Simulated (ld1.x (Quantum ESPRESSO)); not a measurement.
# What one change does to a pseudopotential (Mo (Z = 42), PAW)

* Element: molybdenum
* Generator: ld1.x (Quantum ESPRESSO) 7.5
* Type: PAW
* Functional: Wu–Cohen
* Relativity: scalar-relativistic
* Frozen core: [Kr]
* Valence charge: 6
* Reference configuration: 4d5 5s0 5p1
* Partial waves: 5s (bound, empty): rcut 2.55, rcutus 3.10 bohr; 5s channel at 0.85 Ry: rcut 2.55, rcutus 3.10 bohr; 5p (bound): rcut 2.35, rcutus 3.00 bohr; 5p channel at 0.45 Ry: rcut 2.35, rcutus 3.00 bohr; 4d (bound): rcut 1.60, rcutus 1.95 bohr; 4d channel at 0.15 Ry: rcut 1.60, rcutus 1.95 bohr
* Local potential: all-electron potential smoothed inside 1.90 bohr (lloc = -1)
* Core correction: Bessel-smoothed model core inside 1.95 bohr
* Augmentation charge: BESSEL, radius 1.80 bohr

Change: local potential all-electron potential smoothed inside 1.70 bohr (lloc = -2).

Cutoffs: the cutoffs (Ry, on a coarse ladder) from which the occupation-weighted sum of valence levels, in a spherical-Bessel basis at the reference potential, stays within 10 and 1 mRy of its value at 400 Ry; they do not see the model core or the augmentation charge, which bear on the density cutoff. Errors are all-electron minus pseudo energies relative to the spin-unpolarised reference configuration.

Q: What does the change do?

A: The potential gets neither clearly harder nor softer (30 Ry and 40 Ry → 30 Ry and 40 Ry); the bound ghost in p, s disappears; of the 7 tests that both files solve, the error grows in 1 and shrinks in 0 by more than 15 % and 0.3 meV (median size 6.6 → 6.7 meV); the range in which the s phases agree widens (upper end 2.8 → at the end of the scan). A state that the projectors do not describe sees the local part alone, so a deeper or shallower local part can create or remove a ghost.

```csv
quantity,base,changed
"cutoff, loose",30 Ry,30 Ry
"cutoff, tight",40 Ry,40 Ry
bound ghosts,"s, p",none
"error for 4d5 5s1 5p0, meV [ΔE -3.23 eV]",+1.1,+3.3
"error for 4d5 5s0 5p0, meV [ΔE 3.66 eV]",-2.4,-2.5
"error for 4d4 5s0 5p0, meV [ΔE 19.11 eV]",-69,-69
"error for 4d5 5s0.5 5p0, meV [ΔE -0.49 eV]",-0.2,-0.3
"error for 4d2 5s0 5p0, meV [ΔE 85.32 eV]",-1586,-1579
"error for 4d5.5 5s0.5 5p0, meV [ΔE -2.94 eV]",-6.6,-6.7
"error for 4d6 5s0 5p0, meV [ΔE -2.45 eV]",-23,-23
s: phases at 3.34 bohr within 0.05 rad from the reference energy up to (Ry; the scan ends near 5),2.8,to the end of the scan
p: phases at 3.34 bohr within 0.05 rad from the reference energy up to (Ry; the scan ends near 5),3.4,3.1
d: phases at 3.34 bohr within 0.05 rad from the reference energy up to (Ry; the scan ends near 5),to the end of the scan,to the end of the scan
lowest overlap eigenvalue by channel,"s 0.29, p 0.58, d 0.96","s 0.36, p 0.59, d 0.96"
```

 A true bound ghost makes a file unfit for plane-wave use even where its test errors are small: the radial tests pick states by their node count and pass the ghost by.
